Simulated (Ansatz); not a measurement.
Species: sum formula SiHBr2, net charge 0, doublet state. It need not be the lowest isomer of its formula. SMILES: Br[SiH]Br
Geometry: optimised at B3LYP-D3(BJ)/def2-TZVP (Ansatz, a quantum-chemistry and plane-wave program).

Wanted: atomisation energy (electronic, to ground-state atoms), in kJ/mol. Cores are frozen in the correlated levels unless marked. UHF or UKS for open shells. Spin-orbit coupling is left out. The frozen core is the preceding noble-gas configuration, with the filled d and f shells of earlier blocks. Non-relativistic. The coupled-cluster limit lacks core correlation, which all-electron functionals hold. CBS(X,Y): correlation extrapolated as X^-3; Hartree-Fock from the larger set.

| level | program | atomisation energy (kJ/mol) |
|---|---|---|
| PBE/def2-TZVPD | Ansatz | 987.1 |
| PBE-D4/def2-TZVPD | Ansatz + dftd4 | 999.7 |
| BLYP/def2-TZVPD | Ansatz | 934.2 |
| B3LYP-D3(BJ)/def2-TZVPD | Ansatz + dftd3 | 968.7 |

Problem. What does CCSD(T)/CBS(def2-TZVPPD,def2-QZVPPD) (Ansatz) give?

Solution. 973.6 kJ/mol
